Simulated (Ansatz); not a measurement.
`C[CH2][Ga]([Cl])[O]C(C)C` → `C[CH2][Ga][Cl]`• + `CC(C)[O]`•  (homolysis of the Ga–O bond)

Program: Ansatz. Geometries: PBE0-D4/def2-TZVP. ΔE: electronic, gas phase. CBS: MP2 limit from def2 TZ/QZ plus the TZ coupled-cluster correction, frozen cores. DFT in def2-TZVPP. B3LYP here is the variant with VWN-RPA as its local correlation; programs differ in this. HSE06 is defined as in plane-wave codes. Open shells (•) are unrestricted, without spin–orbit coupling. For Ga outer-core shells are correlated without core-valence functions, which leaves a few kJ/mol of doubt a bond. Scalar relativity is left out up to krypton. Each species was taken in one conformer, which may not be the lowest.

```csv
level,ΔE (eV),difference from CCSD(T)/CBS
LDA (SPW92),4.53,0.13
PBE-D4,3.90,-0.50
revPBE-D4,3.80,-0.60
r2SCAN-D4,3.88,-0.52
B97M-V,3.99,-0.41
PBE0-D4,3.94,-0.46
B3LYP-D4,3.89,-0.51
r2SCANh-D4,3.88,-0.52
r2SCAN0-D4,3.86,-0.54
HSE06-D4,3.94,-0.46
BHLYP-D4,3.87,-0.53
CAM-B3LYP-D4,4.04,-0.36
ωB97X-V,4.15,-0.25
ωB97M-V,4.09,-0.31
B2PLYP,4.02,-0.38
PBE-QIDH,4.20,-0.20
PBE,3.74,-0.66
revPBE,3.45,-0.95
BLYP,3.47,-0.93
r2SCAN,3.83,-0.57
PBE0,3.80,-0.60
B3LYP,3.64,-0.76
r2SCANh,3.82,-0.58
r2SCAN0,3.80,-0.60
HSE06,3.80,-0.60
BHLYP,3.66,-0.74
CAM-B3LYP,3.89,-0.51
LC-ωPBE,4.04,-0.36
RPA@PBE/def2-TZVPP,4.06,-0.34
HF/def2-SVP,2.87,-1.53
CCSD/def2-SVP,4.16,-0.24
HF/def2-TZVPP,2.73,-1.67
MP2/def2-TZVPP,4.72,0.32
SCS-MP2/def2-TZVPP,4.54,0.14
CCSD(T)/def2-TZVPP,4.28,-0.12
HF/def2-QZVPP,2.73,-1.67
MP2/def2-QZVPP,4.79,0.39
SCS-MP2/def2-QZVPP,4.62,0.22
HF/CBS(def2),2.73,-1.67
CCSD/CBS(def2),4.27,-0.13
CCSD(T)/CBS,4.40,0
```

Largest T1 diagnostic among the species: 0.017.

Leaving LDA and LC-ωPBE aside and taking each functional with its dispersion term where it has one, the values, not all of them listed here, spread over 0.41 eV, from BLYP-D4 to PBE-QIDH. LDA lies +0.79 eV from PBE without D4, its usual overbinding. From r2SCAN to r2SCAN0 (25 % exact exchange), in def2-TZVPP and without D4, ΔE moves by −0.03 eV: exact exchange takes away binding that semilocal exchange gives to molecules.
